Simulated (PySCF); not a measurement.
[TiBr5]2-: apical angle as a parameter

The complex [TiBr5]2- (charge -2) contains Ti(III), shell d1. The structure is a model geometry with rigid ligands and bond lengths from ionic radii, not a minimum; coordination square pyramidal, point group C4v, metal–donor distances 2.47 Å.

```
6

Ti    0.0000    0.0000    0.0000
Br    0.0000    0.0000    2.4700
Br    2.4325    0.0000   -0.4289
Br   -2.4325    0.0000   -0.4289
Br    0.0000    2.4325   -0.4289
Br    0.0000   -2.4325   -0.4289
```

Method (PySCF 2.14, density fitting): CASSCF(1,5) with orbitals averaged over all microstates of the shell, strongly contracted NEVPT2 on the averaged canonical orbitals; basis x2c-TZVPall on the metal, x2c-SVPall elsewhere; spin-free X2C; IEF-PCM water; spin-orbit coupling by state interaction with the mean-field operator over all roots.

The angle between the apical bond and the four basal bonds is varied.

| apical angle | group | ground | next state (NEVPT2) / cm⁻¹ | orbital energies above the lowest (NEVPT2 fit) / cm⁻¹ | μeff(300 K) / μB |
| --- | --- | --- | --- | --- | --- |
| 90.0° | C4v | 2E | 2B2 1351 | 0 0 1351 6572 17283 | 1.83 |
| 95.0° | C4v | 2E | 2B2 814 | 0 0 814 5825 16583 | 1.83 |
| 100.0° | C4v | 2E | 2B2 10 | 0 0 10 4971 15461 | 1.84 |
| 105.0° | C4v | 2B2 | 2E 1012 | 0 1012 1012 5003 14995 | 1.78 |
| 110.0° | C4v | 2B2 | 2E 2200 | 0 2200 2200 5068 14444 | 1.77 |

At 90.0°, 95.0°, 100.0° the ground state is orbitally degenerate, so the regular structure would distort there (Jahn–Teller).

The geometry is a model, and the complex may not exist in this form. Charge-transfer states lie outside this active space and may come lower than some of these levels. 2B2 (10 cm⁻¹) lies within 300 cm⁻¹ of 2E at NEVPT2 level, inside the method's error: their order is undecided, and g values and low-temperature moments can hang on it. NEVPT2 lifts 2B1 from 13708 to 15461 cm⁻¹; on the d shell alone such lifts tend to overshoot. NEVPT2 on the d shell alone tends to put d–d bands too high for such charged or covalently bound ions.
